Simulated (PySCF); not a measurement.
Computed vibrations of GdF3(NH3)

GdF3(NH3) (singlet in the valence; each metal's 4f electrons, 7 of them, lie in its core potential, out of spins and levels). PySCF 2.14.0, RKS PBE0, Gd lcecp-1-SVP with ECP53, F def2-SVP, N def2-SVP, H def2-SVP; non-relativistic Hamiltonian with scalar-relativistic core potentials where named; density fitting; no spin-orbit coupling. Central differences of gradients.

```xyz
8

Gd    0.0759   -0.0759    0.0759
F     1.0504    1.4507    1.0504
F    -1.4507   -1.0504    1.0504
F     1.0504   -1.0504   -1.4507
N    -1.3891    1.3891   -1.3891
H    -1.9996    1.9996   -0.8422
H    -0.8422    1.9996   -1.9996
H    -1.9996    0.8422   -1.9996
```

Run from Python with OMP_NUM_THREADS=2. Where DIIS fails, smearing, a level shift and second-order steps follow.
It took 56 s on 2 threads of Arm Neoverse V2 (shared host).

Q: What are the harmonic wavenumbers and infrared intensities?

A: Modes are labelled in C3v; negative numbers are unstable modes, those under 60 cm⁻¹ near the noise; a finer grid moves soft modes by up to 10 cm⁻¹.
```json
{"cm⁻¹": "41", "km/mol": "68.6", "symmetry": "a1"}
{"cm⁻¹": "54", "km/mol": "2.0", "symmetry": "e"}
{"cm⁻¹": "54", "km/mol": "2.0", "symmetry": "e"}
{"cm⁻¹": "116", "km/mol": "16.4", "symmetry": "e"}
{"cm⁻¹": "116", "km/mol": "16.4", "symmetry": "e"}
{"cm⁻¹": "119", "km/mol": "0.0", "symmetry": "a2"}
{"cm⁻¹": "300", "km/mol": "10.0", "symmetry": "a1"}
{"cm⁻¹": "513", "km/mol": "2.0", "symmetry": "e"}
{"cm⁻¹": "513", "km/mol": "2.0", "symmetry": "e"}
{"cm⁻¹": "560", "km/mol": "7.7", "symmetry": "a1"}
{"cm⁻¹": "561", "km/mol": "210.8", "symmetry": "e"}
{"cm⁻¹": "561", "km/mol": "210.8", "symmetry": "e"}
{"cm⁻¹": "1206", "km/mol": "144.0", "symmetry": "a1"}
{"cm⁻¹": "1635", "km/mol": "24.8", "symmetry": "e"}
{"cm⁻¹": "1635", "km/mol": "24.8", "symmetry": "e"}
{"cm⁻¹": "3492", "km/mol": "26.8", "symmetry": "a1"}
{"cm⁻¹": "3614", "km/mol": "51.0", "symmetry": "e"}
{"cm⁻¹": "3614", "km/mol": "51.0", "symmetry": "e"}
```

Q: Is this a minimum?

A: Yes, within the noise of the softest modes. Ideal gas at 298.15 K and 1 bar: S = 419.9 J/(mol K), Cp = 114.8 J/(mol K), H − H(0 K) = 25.8 kJ/mol (rigid rotor, harmonic modes, spin degeneracy alone, that of the 4f electrons in the core included; the modes under 60 cm⁻¹ make these uncertain).

An lcecp potential fixes the number of 4f electrons, so in runs with it no electron can move into or out of that shell.
